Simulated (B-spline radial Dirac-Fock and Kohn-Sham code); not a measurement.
## Atomic tantalum: differential elastic cross section for electrons at 20.5 keV

Method: relativistic (Dirac) partial waves in the static field of the Dirac-Fock atom with Furness-McCarthy exchange, without polarisation or absorption potentials. Computed with a B-spline atomic structure program.

```
θ (°)  dσ/dΩ (a₀²/sr)  Sherman function
    0             452             0.000
  0.5             384             0.000
    1             255             0.000
    2            95.7             0.000
    4            21.7             0.000
    8            3.22             0.000
   12           0.942            -0.001
   16           0.404            -0.002
   24           0.118            -0.002
   32          0.0469             0.008
   45          0.0160             0.045
   60         0.00682             0.061
   75         0.00380            -0.010
   90         0.00260            -0.136
  105         0.00208            -0.234
  120         0.00187            -0.262
  135         0.00179            -0.229
  150         0.00177            -0.163
  165         0.00176            -0.083
  180         0.00176             0.000
```

The total elastic cross section is 1.99 a₀², the first transport cross section 0.0510 a₀² and the second, weighted with (3/2) sin²θ, 0.0957 a₀². The mean deflection is ⟨1 − cos θ⟩ = 0.0257, and 0.62 % of the collisions scatter beyond 90°.

On this grid of angles the cross section has a minimum near 165°.
